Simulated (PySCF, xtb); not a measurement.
Ga(Cl)(vinyl)(OH) (C₂H₄ClGaO), SMILES [CH](=C)[Ga]([Cl])[OH].

GFN2-xTB run with xtb 6.7.1 at its own geometry gives an orbital gap of 4.32 eV and a dipole moment of 2.08 D.

The structure is a stationary point at B3LYP-D3(BJ)/def2-SVP. The structure was generated by enumeration; whether it is a known compound was not checked. One conformer was computed; it need not be the lowest.

**Question.** What does PBE/def2-TZVP run with PySCF give? (An estimate is asked for; the answer gives what the named calculation found.)

**Answer.** gap 4.85 eV (levels -7.23 and -2.38 eV), dipole 1.53 D.
